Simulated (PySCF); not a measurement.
## Ionisation energy of Mo²⁺ by level of theory

Mo²⁺ [Kr] 4d4 (5D) → Mo³⁺ [Kr] 4d3 (4F), as a difference of total energies. All numbers are calculated (PySCF 2.14, a scalar-relativistic core potential, in aug-cc-pwCVDZ-PP with ECP28MDF (6s6p5d3f, 70 functions)). Correlated levels: valence: 4s2 4p6 frozen; valence and next inner shell: nothing frozen outside the core potential. The calculations carry no spin-orbit coupling.

```tsv
method	ionisation energy (eV)
UHF	26.054
LDA	27.530
PBE	27.311
PBE0	27.233
r2SCAN	27.095
PBEsol	27.321
CAM-B3LYP	27.109
BP86	27.312
TPSSh	26.953
MP2 (valence)	26.572
SCS-MP2 (valence)	26.227
MP2 (valence and next inner shell)	26.928
SCS-MP2 (valence and next inner shell)	26.623
```

Q: How much does correlation contribute at MP2 (valence and next inner shell)?

A: 26.928 − (26.054) = 0.874 eV, measured against UHF.

The reference lies between the lowest fine-structure levels, while these numbers refer to the centres of the terms.

Errors of the correlated levels include the incompleteness of this basis and the frozen core.

For comparison: 27.13 ± 0.12 eV (semi-empirical (NIST evaluation); NIST Atomic Spectra Database, ionization energies).
